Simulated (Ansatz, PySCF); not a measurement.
Caution: the highest occupied level lies above zero, so the state may not be bound. This triplet is an excited state, 1.03 eV above the relaxed singlet at the level frozen-core CCSD(T)/aug-cc-pVTZ // PBE0-D3(BJ)/def2-TZVPD (Ansatz, an electronic-structure program).

Z-matrix (Å, degrees):
```
B
N 1 1.4247
H 2 1.0021 1 124.76
H 2 1.0157 3 113.51 1 179.95
B 1 1.6290 2 132.94 3 179.90
H 5 1.2145 1 125.69 2 -179.97
H 5 1.2317 6 115.14 1 179.99
```
Charge -1, spin multiplicity 3.

Question: Give the highest occupied spin orbital and total energy at the level PBE0-D3(BJ)/def2-TZVPD (PySCF 2.14.0).

Answer: 
The highest occupied spin orbital comes out as 0.90 eV and the total energy comes out as -106.7061 Ha.
